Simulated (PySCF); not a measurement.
Molecule: `C#CB(O)O`, C$_{2}$H$_{3}$BO$_{2}$.

Bonds (- single, = double, # triple, : aromatic): C1#C2, C2-B3, B3-O4, B3-O5. C1 carries H6; O4 carries H7; O5 carries H8.

Frames of a GFN2-xTB Langevin trajectory at 300 K; GIAO PBE0/pcSseg-1 shieldings in PySCF 2.14.0 with density-fitted response routines, gas phase, non-relativistic; equivalent atoms averaged within each frame.

References, each an isolated molecule treated in the same way: TMS for ¹³C (186.93 ppm), ¹H (31.72 ppm); BF3·OEt2 for ¹¹B (100.07 ppm); ¹⁷O (336.08 ppm) against H2O. The references are static minima.

How do the shifts (ppm) fluctuate along the trajectory?

## Answers


```
         time (fs)     C1     C2    B3  O4/O5  H7/H8    H6
optimised geometry   94.7   87.4  17.4  126.2   3.45  1.68
               250   94.5   88.3  18.0  127.9   3.37  1.63
               425   95.1   91.3  19.2  124.7   3.68  1.79
               625  102.0  105.3  17.9  129.1   3.58  4.06
               800   97.2   89.2  17.2  123.3   3.43  1.17
              1000   95.1   91.4  18.2  131.6   4.04  2.19
    mean of frames   96.8   93.1  18.1  127.3   3.62  2.17
standard deviation    3.1    7.0   0.7    3.3   0.26  1.12
```

5 frames give an uncertainty of the mean of about the standard deviation over 2.2 at best, since frames this close in time may not be independent; classical motion lacks zero-point vibration, and the reference would need the same averaging.
